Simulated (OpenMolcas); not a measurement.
## Co II: effect of the active space

* Program: OpenMolcas
* Method: MS-CASPT2 or its RAS form, IPEA 0.25 Eh, imaginary shift 0.1 Eh
* Basis: ANO-RCC-VDZP
* Scalar Hamiltonian: DKH2, point nucleus
* Spin-orbit coupling: RASSI with atomic mean-field integrals over the reference wave functions, term energies averaged over their components

A. 8 electrons in 6 orbitals (3d 4s); 2S+1 = 5 even, 10 roots; 2S+1 = 3 even, 45 roots; 2S+1 = 1 even, 33 roots; closed shells correlated: 3s 3p; CASPT2 step roughly 16 core-seconds
B. 8 electrons in 9 orbitals (RAS2 3d 4s; RAS3 4p, at most 2 electrons); 2S+1 = 3 even, 55 roots; 2S+1 = 5 even, 10 roots kept (CI in the orbitals of an earlier block); 2S+1 = 1 even, 49 roots kept (CI in the orbitals of an earlier block); 2S+1 = 3 odd, 21 roots; 2S+1 = 5 odd, 22 roots kept (CI in the orbitals of an earlier block); 2S+1 = 1 odd, 9 roots kept (CI in the orbitals of an earlier block, 0 in the spin-orbit step); closed shells correlated: 3s 3p; CASPT2 step about 7 core-minutes

Energies in cm-1 above 3d8 3F4, the measured ground level; measured values from NIST Handbook of Basic Atomic Spectroscopic Data.

```json
{"Level": "3d8 3F4", "A": "0.0", "B": "0.0", "Measured": "0.0"}
{"Level": "3d8 3F3", "A": "1056", "B": "1071", "Measured": "950"}
{"Level": "3d8 3F2", "A": "1771", "B": "1784", "Measured": "1597"}
{"Level": "3d7 4s 5F5", "A": "3320", "B": "1546", "Measured": "3350"}
{"Level": "3d7 4s 5F4", "A": "3990", "B": "2210", "Measured": "4029"}
{"Level": "3d7 4s 5F3", "A": "4540", "B": "2740", "Measured": "4561"}
{"Level": "3d7 4s 5F2", "A": "4940", "B": "3130", "Measured": "4950"}
{"Level": "3d7 4s 5F1", "A": "5200", "B": "3380", "Measured": "5205"}
{"Level": "3d8 1D2", "A": "10370", "B": "10050", "Measured": ""}
{"Level": "3d7 4s 5P3", "A": "19000", "B": "17490", "Measured": ""}
{"Level": "3d7 4s 5P2", "A": "19140", "B": "17750", "Measured": ""}
{"Level": "3d7 4s 5P1", "A": "19530", "B": "18080", "Measured": ""}
{"Level": "3d7 4s 3G5", "A": "19850", "B": "20210", "Measured": ""}
{"Level": "3d7 4s 3G4", "A": "20220", "B": "20600", "Measured": ""}
{"Level": "3d7 4s 3G3", "A": "20620", "B": "20970", "Measured": ""}
{"Level": "3d7 4s 3P0(2) [59 %]", "A": "22800", "B": "23670", "Measured": ""}
{"Level": "3d7 4s 1G4", "A": "23160", "B": "24010", "Measured": ""}
{"Level": "3d7 4s 3P2(1) [56 %]", "A": "23520", "B": "24020", "Measured": ""}
{"Level": "3d7 4s 3P0(1) [64 %]", "A": "24390", "B": "24900", "Measured": ""}
{"Level": "3d7 4s 1P1 [54 %]", "A": "26030", "B": "26250", "Measured": ""}
{"Level": "3d7 4s 3D3", "A": "26170", "B": "26510", "Measured": ""}
{"Level": "3d7 4s 3H6", "A": "26370", "B": "26710", "Measured": ""}
{"Level": "3d7 4s 3H5", "A": "26710", "B": "27050", "Measured": ""}
{"Level": "3d7 4s 3D2", "A": "26760", "B": "27120", "Measured": ""}
```

Deviations, from unrounded energies. A percentage is the sum of absolute deviations over the sum of measured energies, with the sign that they share, or ± where signs differ.

```tsv
Against measurement	Levels	A	B
mean absolute deviation (cm-1)	7	56	1300
fine structure of the ground term (%)	2	+11.0	+12.0
other configurations (%)	5	-0.5	-41.2
```

A lies closest to measurement on these levels. The largest miss of A in the table is 3d8 3F2, by +170 cm-1. The ranking rests on the paired levels alone, and a cruder setting can come out closer through cancelling errors.

The spin-orbit steps hold different terms of 3d8 (A lacks 1G, 3P), which shifts levels as well.

Between A and B the level of the table that moves most is 3d7 4s 5F1, by 1800 cm-1 (lowest in B, highest in A). Moves below CASPT2's spread within the term are not significant.

Term energies are means over components that CASPT2 splits; among the terms shown or strongly mixed into the levels shown the widest spread is 2900 cm-1 (3d8 3F, B). A single d shell beside an s shell can misplace configurations of different d count against each other. The CASPT2 spread within a term exceeds the gap to the next term for 3d7 4s 1P and 3d7 4s 3D, 3d7 4s 3D and 3d7 4s 3H, so the order of their levels is uncertain, and so are names and mixing where such terms share a J (figures for A; the like holds for B). Some high roots are left out of the spin-orbit mixing, which shifts the levels that they would mix with (holds for B). Terms from blocks run as CI alone lack orbitals of their own (holds for B). Measured partners are found by configuration, term and J. A level has none where our copy of the source lacks it or the pairing is in doubt (some pairs that miss far off the trend of their configuration count as doubtful), and it then counts in no deviation. Only configurations of the active space appear. The table leaves out levels that lie high or whose names do not pair safely across all columns.

A share in square brackets marks a mixed level and gives the weight of the term that names it, the lowest over the columns. A number in round brackets counts repeated terms of one configuration in the order of the reference energies.
